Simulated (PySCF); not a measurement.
## A small calculation by hand: chemical shift, span and skew from a shielding tensor

C₃H₆O, SMILES C=C(C)O. Atoms are numbered in the order given.

```xyz
10

C      1.0243    -0.9939     0.0000
C      0.0408    -0.0830     0.0000
C      0.2455     1.3943     0.0000
O     -1.2769    -0.3921     0.0000
H      0.8105    -2.0668     0.0000
H      2.0687    -0.6834     0.0000
H     -0.2339     1.8415    -0.8851
H      1.3115     1.6511     0.0000
H     -0.2339     1.8415     0.8851
H     -1.3711    -1.3516     0.0000
```

Geometry optimised at PBE0-D3(BJ)/def2-SVP. Other conformers were not sampled.

GIAO shieldings from PBE0/pcSseg-1 (PySCF), non-relativistic, no solvent. The symmetric part of the tensor of C1 has the principal values 13.3, 141.1, 143.5 ppm. The same nucleus in TMS has σ = 186.3 ppm at this level (PySCF, at its B3LYP-D3(BJ)/def2-TZVP geometry).

Q: Work out the isotropic shielding, the ¹³C shift against TMS, the span and the skew.

A: 
σ(iso) = (σ11 + σ22 + σ33)/3 = 99.3 ppm. δ = σ(ref) − σ(iso) = 186.3 − (99.3) = 87.0 ppm.
Span Ω = σ33 − σ11 = 130.2 ppm. Skew κ = 3(σ(iso) − σ22)/Ω = -0.96. Tumbling in solution averages the tensor to δ; in a static solid the shielding alone would spread this spin-1/2 line over Ω.
